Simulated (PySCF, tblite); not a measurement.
Isomers of C4H7N3Si. Computed with GFN2-xTB (tblite): harmonic, unscaled wavenumbers at the GFN2-xTB geometry, gas phase. This tight-binding method is rough: wavenumbers can miss measured ones by several per cent, in bad cases by 10 to 20. Modes of hydrogen on silicon can be 10 to 20 % off. One conformer each.

Electronic energies: PBE0/pcSseg-1 single points on the GFN2-xTB geometries (PySCF, gas phase).

| SMILES | electronic energy, lowest = 0 (kcal/mol) |
| --- | --- |
| Cc1nncc([SiH3])n1 | 16.0 |
| C=Cn1nncc1[SiH3] | 25.5 |
| Cc1cc([SiH3])nnn1 | 32.6 |
| C=Cn1ncc([SiH3])n1 | 19.7 |
| [SiH3]Nc1ccnnc1 | 0.0 |
| Cc1nnncc1[SiH3] | 31.5 |
| C=Cc1n[nH]nc1[SiH3] | 16.9 |

Question: How do GFN2-xTB zero-point energies change the relative energies?

Answer: 
```json
{"SMILES": "[SiH3]Nc1ccnnc1", "ZPE (kcal/mol)": "65.2", "of it from modes above 1550 cm⁻¹": "27.8", "electronic (kcal/mol)": "0.0", "with ZPE, lowest = 0 (kcal/mol)": "0.0", "lowest mode (cm⁻¹)": "72", "rings": "1"}
{"SMILES": "Cc1nncc([SiH3])n1", "ZPE (kcal/mol)": "64.0", "of it from modes above 1550 cm⁻¹": "27.2", "electronic (kcal/mol)": "16.0", "with ZPE, lowest = 0 (kcal/mol)": "14.8", "lowest mode (cm⁻¹)": "10", "rings": "1"}
{"SMILES": "C=Cc1n[nH]nc1[SiH3]", "ZPE (kcal/mol)": "64.9", "of it from modes above 1550 cm⁻¹": "30.3", "electronic (kcal/mol)": "16.9", "with ZPE, lowest = 0 (kcal/mol)": "16.6", "lowest mode (cm⁻¹)": "68", "rings": "1"}
{"SMILES": "C=Cn1ncc([SiH3])n1", "ZPE (kcal/mol)": "64.8", "of it from modes above 1550 cm⁻¹": "30.1", "electronic (kcal/mol)": "19.7", "with ZPE, lowest = 0 (kcal/mol)": "19.3", "lowest mode (cm⁻¹)": "21", "rings": "1"}
{"SMILES": "C=Cn1nncc1[SiH3]", "ZPE (kcal/mol)": "64.8", "of it from modes above 1550 cm⁻¹": "30.1", "electronic (kcal/mol)": "25.5", "with ZPE, lowest = 0 (kcal/mol)": "25.1", "lowest mode (cm⁻¹)": "82", "rings": "1"}
{"SMILES": "Cc1nnncc1[SiH3]", "ZPE (kcal/mol)": "64.3", "of it from modes above 1550 cm⁻¹": "27.1", "electronic (kcal/mol)": "31.5", "with ZPE, lowest = 0 (kcal/mol)": "30.5", "lowest mode (cm⁻¹)": "60", "rings": "1"}
{"SMILES": "Cc1cc([SiH3])nnn1", "ZPE (kcal/mol)": "63.8", "of it from modes above 1550 cm⁻¹": "27.2", "electronic (kcal/mol)": "32.6", "with ZPE, lowest = 0 (kcal/mol)": "31.2", "lowest mode (cm⁻¹)": "18i", "rings": "1"}
```

The zero-point energies span 1.4 kcal/mol, from `Cc1cc([SiH3])nnn1` to `[SiH3]Nc1ccnnc1`. Slightly imaginary modes are left out of the zero-point energy: `Cc1cc([SiH3])nnn1` 17.6i cm⁻¹. The order is unchanged.

Question: And how do the electronic energies of GFN2-xTB itself compare?

Answer: `[SiH3]Nc1ccnnc1` 0.0; `Cc1nncc([SiH3])n1` 24.8; `C=Cc1n[nH]nc1[SiH3]` 32.7; `C=Cn1ncc([SiH3])n1` 26.8; `C=Cn1nncc1[SiH3]` 29.9; `Cc1nnncc1[SiH3]` 37.0; `Cc1cc([SiH3])nnn1` 38.8 kcal/mol, lowest = 0. Against the energies above, taken from the same isomer `[SiH3]Nc1ccnnc1`, the largest difference is 15.8 kcal/mol.

Question: What do entropy and thermal enthalpy add at 298.15 K and 1 bar (rigid rotor, harmonic oscillator, one conformer each)?

Answer: 
| SMILES | point group | symmetry number | S (cal/(mol K)) | H − H(0) (kcal/mol) | ZPE + H − H(0) − TS (kcal/mol) |
| --- | --- | --- | --- | --- | --- |
| [SiH3]Nc1ccnnc1 | Cs | 1 | 88.7 | 5.74 | 44.5 |
| C=Cc1n[nH]nc1[SiH3] | Cs | 1 | 92.2 | 6.10 | 43.5 |
| C=Cn1nncc1[SiH3] | Cs | 1 | 90.8 | 5.99 | 43.7 |
| Cc1nnncc1[SiH3] | Cs | 1 | 93.1 | 6.22 | 42.7 |

Not tabulated: `Cc1nncc([SiH3])n1` (lowest mode only 10 cm⁻¹); `C=Cn1ncc([SiH3])n1` (lowest mode only 21 cm⁻¹); `Cc1cc([SiH3])nnn1` (lowest mode only 18i cm⁻¹).
